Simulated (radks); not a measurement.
The numbers below are computed, except where a source is named.
How relativity changes the ionisation of the zirconium ion Zr15+ ([Ar] 3d7) to Zr16+ ([Ar] 3d6). Spin-unpolarised spherical Kohn-Sham, BLYP, point nucleus unless stated (finite: rms radius 4.2694 fm), a radial shooting solver on a logarithmic mesh with Libxc functionals. A level marked "c x" has the speed of light scaled by that factor and shares open shells by 2j + 1; other Dirac levels either fill j = l - 1/2 first or share by 2j + 1.

level                               E(Zr15+) (hartree)  E(Zr16+) (hartree)  IE (eV)   HOMO  <r> HOMO (bohr)
non-rel.                                   -3441.55804         -3420.26313   579.46     3d           0.4126
scalar-rel.                                -3499.43608         -3478.21138   577.55     3d           0.4129
scalar-rel., finite nucleus                -3499.39432         -3478.16959   577.55     3d           0.4129
Dirac, 2j+1 shares                         -3499.85797         -3478.63434   577.52  3d5/2           0.4140
Dirac, low j first                         -3499.98960         -3478.81767   576.12  3d5/2           0.4141
Dirac, 2j+1 shares, finite nucleus         -3499.81614         -3478.59248   577.53  3d5/2           0.4140
Dirac, c x 0.75                            -3548.86301         -3527.69730   575.95  3d5/2           0.4151
Dirac, c x 5                               -3443.79793         -3422.50580   579.39  3d5/2           0.4127
Dirac, c x 100                             -3441.56364         -3420.26873   579.46  3d5/2           0.4126

NIST Atomic Spectra Database: 573 eV (theoretical). The relativistic part of the total energy of Zr15+ is -58.26 hartree (Dirac, 2j+1 shares, finite nucleus), 1.7 % of the non-relativistic value. Spin polarisation and multiplet splitting of open shells are left out at every level.

Beside tabulated values, note that relativity, absent from the non-relativistic runs, is large for the heavy elements, and spin-unpolarised runs miss the spin-polarisation part of the exchange energy of open shells.
